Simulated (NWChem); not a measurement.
System: PbHI, singlet; SMILES [I][PbH]

Computed with NWChem. Low-valent species are run as closed-shell singlets; no triplet was tried in these runs. Structure relaxed at the PBE0/def2-SVP level. Not confirmed as a minimum by frequencies. def2 effective core potentials on I, Pb; no spin-orbit coupling. Ions are spin-unrestricted doublets at the neutral geometry; other ion states weren't tried.

Task: Predict the results for PBE/def2-SVP. Quantities: vertical ionisation energy, ΔSCF (eV); −ε(HOMO) (eV).

Result: 
```json
{
  "vertical ionisation energy, ΔSCF (eV)": "8.51",
  "−ε(HOMO) (eV)": "5.65"
}
```
